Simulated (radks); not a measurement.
Coulomb parameter of the 5d shell of the lutetium ion Lu+ in the model configuration [Xe] 4f14 5d1 6s1, as a second difference U = [E(n + 0.5) + E(n - 0.5) - 2 E(n)] / (0.5)^2 with all orbitals relaxed. "Bare": the charge of the atom changes with n. "Screened": the 6s shell takes up the change at fixed total charge, which measures U(5d,5d) + U(6s,6s) - 2 U(5d,6s). Method: scalar-relativistic Kohn-Sham, r2SCAN, spin-unpolarised, spherical densities, finite nucleus; meta-GGA in the generalised Kohn-Sham scheme; Fermi nuclear charge, rms radius 5.37 fm; computed with a radial shooting solver on a logarithmic mesh with Libxc functionals.

case	configuration	E - E(n) (eV)
start	[Xe] 4f14 5d1 6s1	0.000
bare +0.5	[Xe] 4f14 5d1.5 6s1	-2.913
bare -0.5	[Xe] 4f14 5d0.5 6s1	4.863
screened +0.5	[Xe] 4f14 5d1.5 6s0.5	1.196
screened -0.5	[Xe] 4f14 5d0.5 6s1.5	-1.186

U(bare) = 7.797 eV, U(screened by 6s) = 0.038 eV, against the Slater integral F0(5d,5d) = 9.983 eV with frozen orbitals.
